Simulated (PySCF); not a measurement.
Computed shifts of a molecule CH₈O₂Si₃, HF/pcSseg-1 in PySCF, GIAO, gas phase, atoms alike by connectivity averaged where their shifts nearly agree, in ppm (number of nuclei): ¹³C: 2.6 (1). ²⁹Si: 22.8 (1), 21.1 (1), -7.0 (1). ¹H: 5.73 (1), 5.25 (1), 5.21 (2), 1.23 (1), 0.75 (3). References: ¹³C against TMS (σ = 192.6 ppm); ²⁹Si against TMS (σ = 393.8 ppm); ¹⁷O against H2O (σ = 333.0 ppm); ¹H against TMS (σ = 31.99 ppm), references at their B3LYP-D3(BJ)/def2-TZVP geometries, non-relativistic. Geometry: B3LYP-D3(BJ)/def2-SVP. The values are those of a single conformer.

Q: Pick the molecule that these values belong to.
A) C[Si]1(O)[SiH2]O[SiH2]1
B) [SiH3][SiH2]C1O[SiH2]O1
C) O[Si@H]1OC[Si@@H]1[SiH3]
D) C[Si@H]1O[SiH2][Si@@H]1O

A: D, C[Si@H]1O[SiH2][Si@@H]1O
